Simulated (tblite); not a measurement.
C4H12ClNSi3.
Atom-mapped SMILES: `[CH3:1][C:2]#[C:3][Si@@H:4]([CH3:5])[N:6]([SiH3:7])[SiH2:8][Cl:9]` (hydrogens: H10, H11, H12 on C1; H13 on Si4; H14, H15, H16 on C5; H17, H18, H19 on Si7; H20, H21 on Si8)

Computed geometry: GFN2-xTB, gas phase.

Give the optimised bond lengths and angles.

| bond | length (Å) | order |
| --- | --- | --- |
| C1–C2 | 1.446 | single |
| C2≡C3 | 1.206 | triple |
| C3–Si4 | 1.849 | single |
| Si4–C5 | 1.894 | single |
| Si4–N6 | 1.763 | single |
| N6–Si7 | 1.744 | single |
| N6–Si8 | 1.730 | single |
| Si8–Cl9 | 2.009 | single |
| C1–H10, C1–H11, C1–H12 | 1.090 | single |
| Si4–H13 | 1.467 | single |
| C5–H14, C5–H15, C5–H16 | 1.086 | single |
| Si7–H17, Si7–H18, Si7–H19 | 1.463 | single |
| Si8–H20 | 1.456 | single |
| Si8–H21 | 1.458 | single |

Bonds in one row agree within 0.01 Å and their mean is given. Orders are formal, as drawn. A selection of angles:
| angle | degrees |
| --- | --- |
| C2–C1–H10 | 110.1 |
| H10–C1–H11 | 109.0 |
| C1–C2–C3 | 179.6 |
| C2–C3–Si4 | 178.0 |
| C3–Si4–C5 | 109.9 |
| C3–Si4–N6 | 107.1 |
| C3–Si4–H13 | 110.5 |
| C5–Si4–N6 | 110.8 |
| C5–Si4–H13 | 111.7 |
| N6–Si4–H13 | 106.8 |
| Si4–C5–H14 | 110.6 |
| H14–C5–H15 | 107.6 |
| Si4–N6–Si7 | 118.6 |
| Si4–N6–Si8 | 119.2 |
| Si7–N6–Si8 | 122.2 |
| N6–Si7–H17 | 108.6 |
| N6–Si7–H18 | 107.9 |
| H17–Si7–H18 | 110.4 |
| H17–Si7–H19 | 110.7 |
| N6–Si8–Cl9 | 109.5 |
| N6–Si8–H20 | 109.5 |
| N6–Si8–H21 | 109.8 |
| Cl9–Si8–H20 | 107.7 |
| Cl9–Si8–H21 | 108.0 |
| H20–Si8–H21 | 112.2 |

Torsions: C3–Si4–N6–Si7 100° (anticlinal); Si4–N6–Si8–Cl9 -87° (synclinal).

The C–Si distances run from 1.849 Å (C3–Si4, drawn single) to 1.894 Å (Si4–C5, drawn single), a spread of 0.045 Å. The C–C distances run from 1.206 Å (C2≡C3, drawn triple) to 1.446 Å (C1–C2, drawn single), a spread of 0.240 Å. The N–Si distances run from 1.730 Å (N6–Si8, drawn single) to 1.763 Å (Si4–N6, drawn single), a spread of 0.033 Å. Of the pairs four or more bonds apart, Si8···H15 is among the closest relative to their van der Waals radii: 3.29 Å, 100 % of the sum of Bondi's values. Si7 (SiH3 silicon) is tetrahedral (angles from 107.9° to 111.1°). Si8 (chlorine-bound silicon) is tetrahedral (angles from 107.7° to 112.2°). N6 (nitrogen bridging silicon atoms) is planar (angles 122.2°, 119.2° and 118.6°, sum 359.9°, 0.03 Å off the plane of its three neighbours).

Point group: C1 (no symmetry element, even within 0.4 Å). GFN2-xTB frequencies show an imaginary mode (24i cm⁻¹), so the point is no minimum at that level.

The run took 2.6 s of wall time on one thread, Arm Neoverse V1 (aarch64), no GPU, on a shared host. These figures are those of the optimisation.
